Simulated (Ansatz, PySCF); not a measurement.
AlF₂H₄NO₂Si, SMILES [SiH](F)(F)[NH][Al]([OH])[OH]. Atoms are numbered in the order given.

```xyz
11

Si    -1.5423    -0.3231    -0.1444
F     -2.5341     0.1499     1.0479
F     -2.1641    -1.7429    -0.6204
N      0.0544    -0.5147     0.4271
Al     1.5567     0.2811    -0.1414
O      3.0791    -0.0184     0.5401
O      1.3830     1.3741    -1.4235
H     -1.6081     0.6403    -1.2519
H      0.1456    -1.1768     1.1979
H      3.3273    -0.6010     1.2607
H      2.0975     1.8719    -1.8288
```
Charge 0, spin multiplicity 1.

Geometry optimised at B3LYP-D3(BJ)/def2-SVP. The structure was generated by enumeration; whether it is a known compound was not checked. One conformer was computed; it need not be the lowest.

Two levels are set side by side: PBE-D3(BJ)/def2-SVP (Ansatz, a program for electronic structure) and B3LYP-D3(BJ)/def2-SVP (Ansatz). Each level has its own optimised geometry; the coordinates shown are those of the second. Frequencies come from the Hessian of PySCF at each geometry. Differences are taken from unrounded values.

| quantity | B3LYP-D3(BJ) |
|---|---|
| mean bond length (Å) | 1.454 |
| bond Si1–F2 (Å) | 1.621 |
| bond Si1–F3 (Å) | 1.621 |
| bond Si1–N4 (Å) | 1.707 |
| bond N4–Al5 (Å) | 1.793 |
| bond Al5–O6 (Å) | 1.695 |
| bond Al5–O7 (Å) | 1.694 |
| bond Si1–H8 (Å) | 1.469 |
| bond N4–H9 (Å) | 1.020 |
| bond O6–H10 (Å) | 0.959 |
| bond O7–H11 (Å) | 0.961 |
| highest harmonic wavenumber (cm⁻¹) | 3951 |
| mean harmonic wavenumber (cm⁻¹) | 957 |
| zero-point energy (kcal/mol) | 36.92 |

Problem. What does PBE-D3(BJ) give, and how far is it from B3LYP-D3(BJ)? (An estimate is asked for; the answer gives what the named calculation found.)

Solution. 
```json
[
 {"quantity": "mean bond length (Å)", "PBE-D3(BJ)": "1.465", "PBE-D3(BJ) minus B3LYP-D3(BJ)": "0.011"},
 {"quantity": "bond Si1–F2 (Å)", "PBE-D3(BJ)": "1.633", "PBE-D3(BJ) minus B3LYP-D3(BJ)": "0.012"},
 {"quantity": "bond Si1–F3 (Å)", "PBE-D3(BJ)": "1.633", "PBE-D3(BJ) minus B3LYP-D3(BJ)": "0.012"},
 {"quantity": "bond Si1–N4 (Å)", "PBE-D3(BJ)": "1.717", "PBE-D3(BJ) minus B3LYP-D3(BJ)": "0.011"},
 {"quantity": "bond N4–Al5 (Å)", "PBE-D3(BJ)": "1.803", "PBE-D3(BJ) minus B3LYP-D3(BJ)": "0.011"},
 {"quantity": "bond Al5–O6 (Å)", "PBE-D3(BJ)": "1.710", "PBE-D3(BJ) minus B3LYP-D3(BJ)": "0.016"},
 {"quantity": "bond Al5–O7 (Å)", "PBE-D3(BJ)": "1.708", "PBE-D3(BJ) minus B3LYP-D3(BJ)": "0.015"},
 {"quantity": "bond Si1–H8 (Å)", "PBE-D3(BJ)": "1.484", "PBE-D3(BJ) minus B3LYP-D3(BJ)": "0.014"},
 {"quantity": "bond N4–H9 (Å)", "PBE-D3(BJ)": "1.027", "PBE-D3(BJ) minus B3LYP-D3(BJ)": "0.007"},
 {"quantity": "bond O6–H10 (Å)", "PBE-D3(BJ)": "0.968", "PBE-D3(BJ) minus B3LYP-D3(BJ)": "0.009"},
 {"quantity": "bond O7–H11 (Å)", "PBE-D3(BJ)": "0.969", "PBE-D3(BJ) minus B3LYP-D3(BJ)": "0.009"},
 {"quantity": "highest harmonic wavenumber (cm⁻¹)", "PBE-D3(BJ)": "3837", "PBE-D3(BJ) minus B3LYP-D3(BJ)": "-114"},
 {"quantity": "mean harmonic wavenumber (cm⁻¹)", "PBE-D3(BJ)": "929", "PBE-D3(BJ) minus B3LYP-D3(BJ)": "-27"},
 {"quantity": "zero-point energy (kcal/mol)", "PBE-D3(BJ)": "35.87", "PBE-D3(BJ) minus B3LYP-D3(BJ)": "-1.05"}
]
```

GGA bonds tend to be longer and softer than those of functionals with exact exchange. Differences between two approximate levels are no errors against the true value.
